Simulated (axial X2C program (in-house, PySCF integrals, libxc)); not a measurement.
# Ionising LiCr

Computed with an axial X2C code built on PySCF integrals, spin-free (one-electron X2C) or two-component (2c: spin–orbit coupling with atomic mean-field Coulomb and Gaunt terms, which also bring small scalar terms), in Dyall basis sets with cores contracted in-house; open shells are unrestricted.

Basis sets: Cr dyall-cv3z, Li dyall-cv3z.

```tsv
Hamiltonian	level	LiCr state	Re (Å)	ωe (cm⁻¹)	De (eV)
spin-free	HF	M_S = 5/2, Λ = 0	3.135	139.4	0.11
spin-free	PBE0	M_S = 5/2, Λ = 0	2.684	278.7	0.75
2c	HF	Ω = 5/2	3.136	139.3	0.11
2c	PBE0	Ω = 5/2	2.685	278.5	0.75
```

Adiabatic ionisation energy (minimum to minimum, no zero-point term) and constants of LiCr⁺:

| Hamiltonian | level | LiCr⁺ state | IE (eV) | Re (Å) | ωe (cm⁻¹) | De (eV) | fragments |
| --- | --- | --- | --- | --- | --- | --- | --- |
| spin-free | HF | M_S = 3, Λ = 0 | 4.47 | 3.046 | 210.0 | 0.99 | Cr + Li+ |
| spin-free | PBE0 | M_S = 3, Λ = 0 | 5.48 | 2.906 | 216.4 | 0.85 | Cr + Li+ |
| 2c | HF | Ω = 3 | 4.47 | 3.047 | 209.9 | 0.99 | Cr + Li+ |
| 2c | PBE0 | Ω = 3 | 5.48 | 2.907 | 216.3 | 0.85 | Cr + Li+ |

Add the zero-point terms to the ionisation energy at PBE0, 2c, and say whether the electron removed was bonding.

IE0 = IE + (ωe⁺ − ωe)/2 = 5.48 + (-0.004) = 5.48 eV. Re changes by 0.222 Å, so the bond lengthens, as on loss of a bonding electron.

Close the cycle De(LiCr⁺) + IE(LiCr) = De(LiCr) + IE(Li) to find the atomic ionisation energy at PBE0, 2c.

IE(Li) = 0.85 + 5.48 − 0.75 = 5.58 eV, for the determinants used.

Each entry is the lowest single determinant of a limited PBE0 search at one distance. De goes to single-determinant-based atoms at the same level (for ions the charge split of lowest energy) and is withheld (n/a) where an atom does not fit its ground term or J level. Main or longest-lived isotopes. One determinant is a doubtful description, or other states lie close, for LiCr, LiCr⁺; these need not be ground states, and all values refer to the states named. Some open-shell Ω = 0 determinants are out of reach, so the Ω given for LiCr⁺ need not be the lowest component. With several unpaired electrons the Ω given is that of one determinant, not necessarily of the lowest component.
